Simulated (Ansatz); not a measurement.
Geometry optimisation, RKS PBE/def2-SVP in Ansatz.

Input file:

```yaml
crystal:
  periodic: [false, false, false]
  atoms:
    - { symbol: Hf, position_ang: [0.195309, -0.586517, -0.481786] }
    - { symbol: O, position_ang: [0.10317, -0.084815, 2.743684] }
    - { symbol: Si, position_ang: [-1.390262, -0.405234, 3.493566] }
    - { symbol: H, position_ang: [-2.284566, -1.219054, 2.590669] }
    - { symbol: H, position_ang: [-1.157324, -1.193508, 4.755842] }
    - { symbol: H, position_ang: [-2.051635, 0.901013, 3.803129] }
    - { symbol: F, position_ang: [1.604784, 0.073809, -1.579537] }
    - { symbol: F, position_ang: [-0.736513, 0.961318, 0.156557] }
    - { symbol: Cl, position_ang: [-1.368758, -1.720832, -1.811847] }
    - { symbol: S, position_ang: [1.310908, -2.411591, 0.883469] }
    - { symbol: H, position_ang: [0.169951, -3.16551, 0.828435] }
    - { symbol: H, position_ang: [0.729736, -0.84508, 2.870719] }
basis:
  gaussian: { orbitals: def2-SVP }
hamiltonian:
  xc: pbe
relax:
  f_tol: 0.03
  max_steps: 50
output:
  orbitals: {}
```

Launched with:

```bash
$ ansatz run input.yaml --threads 4 --pin off --max-ram 5120MiB --backend cpu --events-out ev --progress --plain --runs-dir out
```

Question: Where does it end, and by what steps?

Answer: The forces met the threshold. The force dipped under the threshold on the way, but the program's further checks kept it going. After 41 steps the energy has fallen by 0.847 eV; H11 moved furthest, 2.82 Å. Joined: Hf1–O2 (3.27 → 2.32 Å).

```
step  energy less start (eV)  largest force component (eV/Å)  accepted
   0                  0.0000                           0.515       yes
   2                 -0.1767                           0.662       yes
   4                 -0.4128                           1.639       yes
   6                 -0.5621                           0.319       yes
   8                 -0.6042                           0.548       yes
  10                 -0.6411                           0.307       yes
  12                 -0.6567                           0.120       yes
  14                 -0.6601                           0.056       yes
  16                 -0.6612                           0.053       yes
  18                 -0.6637                           0.119       yes
  20                 -0.6670                           0.149       yes
  22                 -0.6747                           0.249       yes
  24                 -0.6834                           0.260       yes
  26                 -0.7236                           0.344       yes
  28                 -0.7553                           0.442       yes
  30                 -0.7949                           0.537       yes
  32                 -0.8166                           0.136       yes
  34                 -0.8333                           0.235       yes
  36                 -0.8421                           0.142       yes
  38                 -0.8452                           0.028       yes
  40                 -0.8466                           0.037       yes
  41                 -0.8469                           0.029       yes
```

```xyz
12
Properties=species:S:1:pos:R:3
Hf -0.008 -0.823 0.059
O -0.789 -1.283 2.198
Si -1.488 -0.118 3.298
H -2.710 0.463 2.667
H -1.849 -0.942 4.501
H -0.461 0.908 3.649
F 0.859 -0.212 -1.536
F -0.581 0.883 0.799
Cl -1.677 -2.272 -0.824
S 1.938 -1.998 1.044
H 2.590 -2.111 -0.150
H -0.700 -2.191 2.547
```

Whether the end is a true minimum wasn't checked by a vibrational analysis.

The run took 2.3 min on 4 threads of Arm Neoverse V2 (shared host), peak memory 0.25 GiB.
